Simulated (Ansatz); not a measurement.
Reaction (redistribution): `F[CH2][GeH2][SH]` + `FC[SiH2]Br` → `F[CH2][GeH2][Br]` + `FC[SiH2]S`

Isolated molecules relaxed with PBE0-D4/def2-TZVP in Ansatz; ΔE leaves out vibrations. CCSD(T)/CBS adds triple-zeta CCSD(T) − MP2 to the extrapolated MP2 energy (def2 sets, frozen cores). Functionals use def2-TZVPP. For Br, Ge outer-core shells are correlated without core-valence functions, which leaves a few kJ/mol of doubt a bond. Scalar relativity is left out up to krypton. Each species was taken in one conformer, which may not be the lowest.

| level | ΔE (eV) |
| --- | --- |
| PBE-D4 | -0.03 |
| r2SCAN | -0.02 |

What does CCSD(T)/CBS give? (An estimate is asked.)

The calculation gave: +0.01 eV. The listed levels differ from it by -0.04, -0.03 eV.

Largest T1 diagnostic among the species: 0.011.
